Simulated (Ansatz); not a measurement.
Geometry optimisation, RKS PBE0/def2-SVP in Ansatz 0.2.0.

Input file:

```yaml
crystal:
  periodic: [false, false, false]
  atoms:
    - { symbol: In, position_ang: [0.102939, 0.881095, -0.604168] }
    - { symbol: F, position_ang: [1.529325, -1.887832, 0.441061] }
    - { symbol: O, position_ang: [0.128528, 1.031499, -2.593337] }
    - { symbol: O, position_ang: [1.387137, 2.222439, 0.148186] }
    - { symbol: H, position_ang: [1.002299, -1.959087, 1.181083] }
    - { symbol: Si, position_ang: [-1.383276, -0.784863, 0.598051] }
    - { symbol: H, position_ang: [0.735777, 1.72838, -2.871466] }
    - { symbol: H, position_ang: [1.525585, 2.151203, 1.098468] }
    - { symbol: H, position_ang: [-2.691974, -0.187942, 0.997243] }
    - { symbol: H, position_ang: [-1.639193, -1.980425, -0.256056] }
    - { symbol: H, position_ang: [-0.697048, -1.214468, 1.861034] }
basis:
  gaussian: { orbitals: def2-SVP }
hamiltonian:
  xc: pbe0
relax:
  f_tol: 0.03
  max_steps: 50
output:
  orbitals: {}
```

Run as:

```bash
$ ansatz run input.yaml --threads 2 --pin off --max-ram 3072MiB --backend cpu --events-out ev --progress --plain --runs-dir out
```

Problem. Where does it end, and by what steps?

Solution. It converged. After 38 steps the energy has fallen by 1.250 eV; H5 moved furthest, 2.77 Å. Parted: F2–H5. Joined: In1–F2, O4–H5.

```tsv
step	energy less start (eV)	largest force component (eV/Å)	accepted
0	0.0000	0.761	yes
2	-0.0288	0.210	yes
4	-0.0494	0.862	yes
6	-0.1012	0.344	yes
8	-0.1174	0.289	yes
10	-0.1247	0.362	yes
12	-0.1317	0.105	yes
14	-0.1397	0.123	yes
16	-0.1447	1.845	no
18	-0.1907	0.558	yes
20	-0.2672	1.296	yes
22	-0.5246	0.774	yes
24	-0.7939	0.323	yes
26	-0.8378	1.210	yes
28	-1.0286	0.992	yes
30	-1.0960	0.820	yes
32	-1.2124	0.344	yes
34	-1.2379	0.356	yes
36	-1.2492	0.049	yes
38	-1.2502	0.009	yes
```

```xyz
11
Properties=species:S:1:pos:R:3
In 0.149 -0.061 -0.677
F 1.957 -0.971 -0.428
O 0.148 0.867 -2.442
O 1.619 1.243 0.642
H 2.190 0.448 0.481
Si -1.852 -0.828 0.704
H 1.034 0.923 -2.817
H 1.508 1.316 1.597
H -2.805 0.307 0.892
H -2.553 -1.945 0.005
H -1.395 -1.301 2.045
```

Whether the end is a true minimum wasn't checked by a vibrational analysis.

The run took 4.8 min on 2 threads of Arm Neoverse N1, on a shared host, peak memory 0.28 GiB.
